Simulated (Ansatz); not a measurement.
C5H9NO, charge -1, doublet, geometry from GFN2-xTB (a state made from the parent by changing its charge; the spin is typed, not shown lowest) (a gas-phase anion, which may not be bound at this level); Ansatz (a program for electronic structure) with HF/STO-3G.

Input for Ansatz:
Ansatz 0.2 input:
```yaml
crystal:
  periodic: [false, false, false]
  atoms:
    - {symbol: C, position_ang: [2.01899196, -0.19153583, -0.05444017]}
    - {symbol: N, position_ang: [0.74008315, 0.43156942, 0.14577118]}
    - {symbol: C, position_ang: [0.15099314, 1.01393866, -1.03102301]}
    - {symbol: C, position_ang: [-1.35148295, 1.02163977, -0.75716708]}
    - {symbol: C, position_ang: [-1.55738155, -0.30216647, -0.03518349]}
    - {symbol: C, position_ang: [-0.28542871, -0.44211900, 0.81202335]}
    - {symbol: O, position_ang: [0.08297955, -1.56352252, 1.34588012]}
    - {symbol: H, position_ang: [2.83187306, 0.54771606, -0.00442029]}
    - {symbol: H, position_ang: [2.09990754, -0.72317226, -1.02402647]}
    - {symbol: H, position_ang: [2.12966212, -0.92321581, 0.74824741]}
    - {symbol: H, position_ang: [0.35833796, 0.41216057, -1.94533011]}
    - {symbol: H, position_ang: [0.54919047, 2.02794250, -1.21597205]}
    - {symbol: H, position_ang: [-1.59567252, 1.85242952, -0.09089989]}
    - {symbol: H, position_ang: [-1.93789699, 1.12405680, -1.67708930]}
    - {symbol: H, position_ang: [-2.45899469, -0.30452787, 0.58826347]}
    - {symbol: H, position_ang: [-1.67497655, -1.12473787, -0.77146962]}
basis:
  gaussian:
    orbitals: STO-3G
hamiltonian:
  xc: hf
total_charge: -1
magnetization: {spin_polarized: true, initial_magnetization: 1}
accuracy: high
```

It wrote (shortened):

```
Functional definition: HF
1041 factors; integrals over basis functions are off by at most 1.9e-9 eV
mean field evaluation 1: about -8691.8015 eV, gradient 2.6e1 eV
mean field evaluation 2: about -8692.3339 eV, gradient 2.6e1 eV
mean field evaluation 4: about -8697.6987 eV, gradient 2.8e0 eV
mean field evaluation 8: about -8697.8844 eV, gradient 2.6e-1 eV
mean field -8697.88789363 eV, -319.6414844508 hartree, gradient 9.0e-9 eV, S^2 0.757017; 0 other end points of the search recorded, 0 dependent functions left out
reference -8697.88789363 eV, -319.6414844508 hartree; 28, 27 occupied and 16, 17 virtual orbitals, 1041 factors
Total energy: -8697.88789363 eV, -319.6414844508 hartree
```
